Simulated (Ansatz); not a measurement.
Stepwise reaction of `C[CH2][Al]([NH2])[NH2]` with water, as a gas-phase model of exchange steps in deposition or etching. ΔE in kJ/mol; ΔG adds harmonic PBE0-D4 terms to CCSD(T)/CBS, at 1 bar.

Calculated with Ansatz (gas phase, PBE0-D4/def2-TZVP geometries, no zero-point term in ΔE). CBS: MP2 limit from def2 TZ/QZ plus the TZ coupled-cluster correction, frozen cores. This one scheme is used for every species. DFT in def2-TZVPP. B3LYP here is the variant with VWN-RPA as its local correlation; programs differ in this. Each species was taken in one conformer, which may not be the lowest.

```tsv
step	reaction	PBE-D4	B3LYP-D4	ωB97M-V	CCSD(T)/CBS	ΔG(400 K)
2	`C[CH2][Al]([NH2])[OH]` + H₂O → `C[CH2][Al]([OH])[OH]` + NH₃	-48.3	-50.6	-49.9	-47.3	-45.6
```

(1) Give the row of step 1, `C[CH2][Al]([NH2])[NH2]` + H₂O → `C[CH2][Al]([NH2])[OH]` + NH₃. (Estimate.)

(2) By hand: ΔE of the 2 steps together at CCSD(T)/CBS.

Answers

(1) Computed: 
| step | reaction | PBE-D4 | B3LYP-D4 | ωB97M-V | CCSD(T)/CBS | ΔG(400 K) |
| --- | --- | --- | --- | --- | --- | --- |
| 1 | `C[CH2][Al]([NH2])[NH2]` + H₂O → `C[CH2][Al]([NH2])[OH]` + NH₃ | -50.0 | -52.5 | -51.8 | -49.2 | -45.1 |

(2) (-49.2) + (-47.3) = -96.5 kJ/mol, or -48.2 kJ/mol a step.

In ΔE the steps differ by no more than 1.9 kJ/mol. All are downhill at CCSD(T)/CBS. ΔG lies between -45.6 and -45.1 kJ/mol a step. PBE-D4 differs from CCSD(T)/CBS by -1.0 to -0.8 kJ/mol a step. Isolated molecules leave out the surface, adducts and barriers. Largest T1 diagnostic: 0.011.
